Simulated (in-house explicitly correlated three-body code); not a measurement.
The numbers below are computed, except where a source is named.
# Two electrons around a charge Z: highest levels of functionals against the exact one

The exact non-relativistic ground state comes from a variational code in 260 exponentially correlated functions, the Kohn-Sham parts from inverting its density (past Z = 6 the correlation energy is taken as exact minus Hartree-Fock, equal to within microhartrees), and self-consistent runs (Hartree-Fock is restricted) from a B-spline radial code. Z may be fractional; the second electron is bound down to Z = 0.911.

The exact Kohn-Sham level equals minus the binding energy. «Unbound» marks a run whose level isn't bound or that didn't converge.

```tsv
Z	exact (eV)	Hartree-Fock (eV)	TPSS (eV)	PBEsol (eV)	PBE0 (eV)	B3LYP VWN-RPA (eV)
1.11	-2.03	-2.519	unbound	unbound	unbound	unbound
1.3	?	?	?	?	?	?
1.56	-10.74	-11.17	-5.043	-4.606	-6.477	-6.328
1.8	-17.64	-18.05	-10.52	-9.893	-12.23	-12.05
2.26	-35.25	-35.62	-25.42	-24.41	-27.63	-27.37
2.6	?	?	?	?	?	?
3.14	-84.96	-85.3	-69.96	-68.22	-73.13	-72.67
3.76	-132.6	-133	-114	-111.7	-117.8	-117.2
4.7	-224.9	-225.2	-200.7	-197.6	-205.5	-204.7
5.5	-322.3	-322.6	-293.4	-289.7	-299.1	-298
6.4	-452.7	-453	-418.5	-414	-425.2	-423.9
7.5	-642	-642.3	-601.4	-595.9	-609.3	-607.6
```

(1) What belongs in the row Z = 2.6?

(2) What belongs in the row Z = 1.3?

(3) Why do the levels of the functionals lie above the exact one?

Answers

(1) exact (eV): -51.96; Hartree-Fock (eV): -52.31; TPSS (eV): -40.13; PBEsol (eV): -38.84; PBE0 (eV): -42.72; B3LYP VWN-RPA (eV): -42.38.

(2) exact (eV): -5.031; Hartree-Fock (eV): -5.491; TPSS (eV): -0.894; PBEsol (eV): -0.6673; PBE0 (eV): -2.019; B3LYP VWN-RPA (eV): -1.9.

(3) Semilocal exchange-correlation potentials fall off faster than the exact −1/r, since they don't cancel the electron's repulsion by itself; hybrids restore a share of the tail, and range-separated ones all of it at long range. Hartree-Fock has the tail but lacks relaxation and correlation.
